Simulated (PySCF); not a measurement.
Cl6Pt (SMILES [Cl][Pt-2]([Cl])([Cl])([Cl])([Cl])[Cl]), charge -2, singlet, at a GFN2-xTB geometry (such geometries of metal compounds can be far from the true shape) (core potentials on Pt); HF/def2-SV(P) (PySCF).

PySCF was given this input:
```python
from pyscf import gto, scf

mol = gto.Mole()
mol.atom = '''
    Pt   -0.000000    0.000000    0.000000
    Cl    2.079927    0.862497   -0.735908
    Cl    0.743768    0.122523    2.245742
    Cl   -0.743768   -0.122523   -2.245742
    Cl   -2.079927   -0.862497    0.735908
    Cl   -0.855728    2.202872    0.163225
    Cl    0.855728   -2.202872   -0.163225
'''
mol.basis = 'def2-sv(p)'
mol.ecp = {'Pt': 'def2-sv(p)'}
mol.charge = -2
mol.spin = 0
mol.verbose = 4
mol.build()

mf = scf.RHF(mol)
mf.kernel()
```

Output, abridged:

```
PySCF version 2.14.0

[INPUT] verbose = 4
[INPUT] num. atoms = 7
[INPUT] num. electrons = 122
[INPUT] charge = -2
[INPUT] spin (= nelec alpha-beta = 2S) = 0
[INPUT] symmetry False subgroup None
[INPUT] Mole.unit = angstrom
[INPUT] Symbol           X                Y                Z      unit          X                Y                Z       unit  Magmom
[INPUT]  1 Pt     0.000000000000   0.000000000000   0.000000000000 AA    0.000000000000   0.000000000000   0.000000000000 Bohr   0.0
[INPUT]  2 Cl     2.079927000000   0.862497000000  -0.735908000000 AA    3.930492389088   1.629883113259  -1.390664572876 Bohr   0.0
[INPUT]  3 Cl     0.743768000000   0.122523000000   2.245742000000 AA    1.405517820216   0.231534913960   4.243837326433 Bohr   0.0
[INPUT]  4 Cl    -0.743768000000  -0.122523000000  -2.245742000000 AA   -1.405517820216  -0.231534913960  -4.243837326433 Bohr   0.0
[INPUT]  5 Cl    -2.079927000000  -0.862497000000   0.735908000000 AA   -3.930492389088  -1.629883113259   1.390664572876 Bohr   0.0
[INPUT]  6 Cl    -0.855728000000   2.202872000000   0.163225000000 AA   -1.617091557122   4.162824767473   0.308450546682 Bohr   0.0
[INPUT]  7 Cl     0.855728000000  -2.202872000000  -0.163225000000 AA    1.617091557122  -4.162824767473  -0.308450546682 Bohr   0.0

nuclear repulsion = 1054.7803567437
number of shells = 59
number of NR pGTOs = 266
number of NR cGTOs = 133
basis = def2-sv(p)
ecp = {'Pt': 'def2-sv(p)'}

******** <class 'pyscf.scf.hf.RHF'> ********
method = RHF
initial guess = minao
damping factor = 0
level_shift factor = 0
DIIS = <class 'pyscf.scf.diis.CDIIS'>
diis_start_cycle = 1
diis_space = 8
diis_damp = 0
SCF conv_tol = 1e-09
SCF conv_tol_grad = None
SCF max_cycles = 50
direct_scf = True
direct_scf_tol = 1e-13
Set gradient conv threshold to 3.16228e-05
Initial guess from minao.
init E= -2862.20345595463
  HOMO = -0.668966399058698  LUMO = -0.572634702272869  gap/eV = 2.62132
cycle= 1 E= -2874.19440366025  delta_E=  -12  |g|= 1.26  |ddm|= 8.59
  HOMO = 0.218395376634513  LUMO = 0.522818469341508  gap/eV = 8.28377
cycle= 2 E= -2874.09424870527  delta_E=  0.1  |g|= 1.61  |ddm|= 2.58
  HOMO = -0.0756454204619279  LUMO = 0.296923730731827  gap/eV = 10.13812
cycle= 3 E= -2874.64638360217  delta_E= -0.552  |g|= 0.128  |ddm|=  1.5
  HOMO = -0.104682828677053  LUMO = 0.301839468651085  gap/eV = 11.06204
cycle= 4 E= -2874.65474928741  delta_E= -0.00837  |g|= 0.0836  |ddm|= 0.261
  HOMO = -0.103487587714172  LUMO = 0.30319694647296  gap/eV = 11.06645
cycle= 5 E= -2874.6570682616  delta_E= -0.00232  |g|= 0.0191  |ddm|= 0.155
  HOMO = -0.104361824229347  LUMO = 0.30086314686405  gap/eV = 11.02673
cycle= 6 E= -2874.65725594029  delta_E= -0.000188  |g|= 0.00148  |ddm|= 0.0597
  HOMO = -0.104277208572701  LUMO = 0.300874495385916  gap/eV = 11.02474
cycle= 7 E= -2874.65725698228  delta_E= -1.04e-06  |g|= 0.000405  |ddm|= 0.00395
  HOMO = -0.104264204291161  LUMO = 0.30084895782186  gap/eV = 11.02369
cycle= 8 E= -2874.65725704897  delta_E= -6.67e-08  |g|= 7.41e-05  |ddm|= 0.000719
  HOMO = -0.104266527329258  LUMO = 0.300835465892948  gap/eV = 11.02339
cycle= 9 E= -2874.65725705148  delta_E= -2.51e-09  |g|= 8.33e-06  |ddm|= 0.000165
  HOMO = -0.104266631639184  LUMO = 0.300834366942286  gap/eV = 11.02336
cycle= 10 E= -2874.6572570515  delta_E= -1.73e-11  |g|= 7.24e-07  |ddm|= 2.49e-05
  HOMO = -0.104266667068358  LUMO = 0.300834393352381  gap/eV = 11.02336
Extra cycle  E= -2874.6572570515  delta_E= -2.73e-12  |g|= 2.48e-07  |ddm|= 1.7e-06
converged SCF energy = -2874.6572570515
```
